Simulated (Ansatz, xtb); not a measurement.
**Relative energy of two structures of BeH2SiZn**

Structure X is a singlet given by its coordinates and structure Y is a triplet given by its coordinates. Both are isolated molecules in the gas phase, relaxed with r2SCAN-D4/def2-TZVP.

X (Å):

```yaml
atoms:
  - { symbol: Be, position_ang: [-1.0207, 0.1887, 0.4725] }
  - { symbol: Si, position_ang: [1.0815, -0.4286, 0.6907] }
  - { symbol: Zn, position_ang: [1.0705, 1.3458, -0.7617] }
  - { symbol: H, position_ang: [0.8024, -1.0976, -0.6794] }
  - { symbol: H, position_ang: [-2.3454, 0.4342, 0.4452] }
```

Close contacts (Å): Be1–Si2 2.20, Be1–Zn3 2.69, Si2–Zn3 2.29, Be1–H5 1.35, Si2–H4 1.55.

Y (Å):

```yaml
atoms:
  - { symbol: Be, position_ang: [-0.5988, 0.0248, -0.9999] }
  - { symbol: Si, position_ang: [0.3900, 1.5011, -2.1779] }
  - { symbol: Zn, position_ang: [2.7231, 1.8481, -2.8042] }
  - { symbol: H, position_ang: [-0.4290, 2.5934, -2.7917] }
  - { symbol: H, position_ang: [-1.1221, -0.9482, -0.2449] }
```

Close contacts (Å): Be1–Si2 2.13, Si2–Zn3 2.44, Be1–H5 1.34, Si2–H4 1.50.

Q: Estimate E(Y) − E(X) at the level CCSD(T)/def2-TZVPP.

A: Calculated at CCSD(T)/def2-TZVPP: E(Y) − E(X) = +10.9 kcal/mol, so structure X lies lower.

The same difference at several levels:

```
              level             geometry  E(Y) − E(X) (kcal/mol)  departure from the last row (kcal/mol)  job, with rough time for the two
r2SCAN-D4/def2-TZVP  r2SCAN-D4/def2-TZVP                      +6.5                                    −4.3             optimisation, 2.5 min
      HF/def2-TZVPP  r2SCAN-D4/def2-TZVP                     −18.0                                   −28.9           part of the CCSD(T) run
     MP2/def2-TZVPP  r2SCAN-D4/def2-TZVP                     +13.0                                    +2.1           part of the CCSD(T) run
 CCSD(T)/def2-TZVPP  r2SCAN-D4/def2-TZVP                     +10.9                                                     single point, 3.5 min
```

HF/def2-TZVPP puts the two in the other order. The largest departure from CCSD(T)/def2-TZVPP is that of HF/def2-TZVPP, 28.9 kcal/mol. Levels run at GFN2-xTB geometries aren't shown.

With harmonic frequencies from r2SCAN-D4/def2-TZVP (ideal gas, rigid rotor, one conformer each, 298.15 K, 1 atm): on the last row, ΔE + ΔZPE = +11.1, ΔH = +11.3, ΔG = +10.0 kcal/mol.

Open shells are spin-unrestricted. The correlated steps freeze 10 core orbitals; the last core shell of Be and Zn is correlated, in a basis made for valence electrons. ΔG holds the spin degeneracy. Mirror images aren't counted in ΔG. Programs: Ansatz 0.2.0; the last row on 2 threads of Arm Neoverse V2 on a shared host.
